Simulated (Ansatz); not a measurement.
SiSn4. Charge 0, multiplicity 3. Geometry PBE-D4/def2-SVP; atoms count from 1.

Cartesian coordinates in Å:
```
Si 0.313 -1.890 -0.275
Sn -0.321 2.154 0.245
Sn 0.804 0.309 -1.594
Sn 1.103 -0.152 1.596
Sn -1.899 -0.422 0.029
```

In the def2 sets Sn takes a core potential; there is no spin–orbit coupling. At PBE0-D4/def2-TZVP a singlet of charge 0 lies 0.70 eV below the triplet, each at its own geometry. The structure comes from a short search, and lower isomers may exist.

Problem. Estimate the Mulliken populations from the PBE0/def2-TZVP orbitals of Ansatz.

Solution. 
```tsv
atom	charge (e)	spin (α − β)
Si1	-0.24	0.42
Sn2	-0.01	0.59
Sn3	0.05	0.26
Sn4	0.10	0.37
Sn5	0.10	0.37
```
Mulliken values and Mayer orders depend strongly on the basis.

Problem. Where does the spin sit?

Solution. Summed by element: Si 0.42, Sn 1.58, of 2 unpaired in all. Largest on single atoms: Sn2 0.59, Si1 0.42, Sn4 0.37.

Problem. And the Mayer bond orders between bonded heavy atoms (over 0.3)?

Solution. Si1–Sn3 0.93 (2.61 Å); Si1–Sn4 0.89 (2.67 Å); Si1–Sn5 0.89 (2.67 Å); Sn2–Sn3 0.88 (2.84 Å); Sn2–Sn4 0.73 (3.03 Å); Sn2–Sn5 0.73 (3.03 Å); Sn3–Sn4 0.57 (3.24 Å); Sn3–Sn5 0.57 (3.24 Å). Values over 0.3 also appear between atoms too far apart for a bond (Si1–Sn2 0.37 at 4.13 Å; Sn4–Sn5 0.43 at 3.40 Å); they arise where an orbital or an unpaired electron spreads over both atoms.
